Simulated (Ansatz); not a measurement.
Consider the redistribution: `OBSCO` + `[SiH3]CCBr` → `OBCBr` + `OCSC[SiH3]`.

Calculated with Ansatz (gas phase, PBE0-D4/def2-TZVP geometries, no zero-point term in ΔE). CCSD(T)/CBS is the MP2 limit (def2-TZVPP, def2-QZVPP) plus CCSD(T) − MP2 in def2-TZVPP, frozen cores. DFT in def2-TZVPP. B3LYP here is the variant with VWN-RPA as its local correlation; programs differ in this. For Br outer-core shells are correlated without core-valence functions, which leaves a few kJ/mol of doubt a bond. Scalar relativity is left out up to krypton. One conformer a species, not always the lowest.

```
             level  ΔE (kcal/mol)  difference from CCSD(T)/CBS
            PBE-D4           16.5                          0.4
         r2SCAN-D4           17.3                          1.2
           PBE0-D4           16.7                          0.6
           ωB97X-V           16.3                          0.2
           ωB97M-V           15.8                         -0.3
            B2PLYP           16.8                          0.7
              PBE0           17.0                          0.9
             B3LYP           16.8                          0.7
     HF/def2-TZVPP           17.0                          0.9
    MP2/def2-TZVPP           17.0                          0.9
SCS-MP2/def2-TZVPP           16.6                          0.5
   CCSD/def2-TZVPP           16.5                          0.4
SCS-MP2/def2-QZVPP           16.5                          0.4
      HF/CBS(def2)           17.0                          0.9
     MP2/CBS(def2)           16.6                          0.5
    CCSD/CBS(def2)           16.2                          0.1
       CCSD(T)/CBS           16.1                            0
```

Largest T1 diagnostic among the species: 0.013.
